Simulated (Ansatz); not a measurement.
Ideal-gas functions of AlH5S2Si, SMILES `[SiH3][S][AlH][SH]` at 298.15 K and 1 bar, from an Ansatz frequency run at PBE0-D4/def2-TZVP.

Molar mass 124.24 g/mol, point group C1 (symmetry number 1), electronic degeneracy 1, moments of inertia 131.69, 324.475, 449.88 u Å². Harmonic wavenumbers (cm⁻¹, unscaled): 45, 90, 114, 180, 226, 424, 464, 508, 543, 568, 630, 651, 718, 928, 940, 953, 1978, 2217, 2230, 2251, 2705.

Use S(trans) = R[1.5 ln M + 2.5 ln T − 1.1517]; rotational temperatures θ = 24.2544 K / I; S(rot) = R[ln(√π/σ · √(T³/θAθBθC)) + 1.5]; for each mode x = 1.438777 ν̃/T, S = R[x/(eˣ − 1) − ln(1 − e⁻ˣ)] and H = RT x/(eˣ − 1); 1 cm⁻¹ = 0.0119627 kJ/mol; R = 8.31446 J/(mol·K).

**Question.** By hand: the entropy, in J/(mol·K).

**Answer.** Translation 169.0. Rotation: θ = 0.1842, 0.0747, 0.0539 K, giving 118.2. Vibration, mode by mode: 21.03, 15.31, 13.39, 9.74, 7.99, 3.68, 3.16, 2.67, 2.34, 2.13, 1.68, 1.55, 1.19, 0.52, 0.50, 0.47, 0.01, 0.00, 0.00, 0.00, 0.00, in all 87.4. Electronic 0.0. Sum 374.6 J/(mol·K).

**Question.** By hand: H − E and G − E in kJ/mol, counted from the electronic energy.

**Answer.** Zero-point energy ½ × 19363 × 0.0119627 = 115.8; thermal vibration 13.3; translation, rotation and pV give 4 RT = 9.9. H − E = 139.0 kJ/mol, and G − E = 139.0 − 298.15 × 374.6/1000 = 27.3 kJ/mol.

Vibration gives 23 % of the entropy, 49.7 J/(mol·K) of it from the modes under 150 cm⁻¹: soft modes count most, and the harmonic formula is weakest for them. The sum counts one conformer and one mirror image; others add a mixing term.
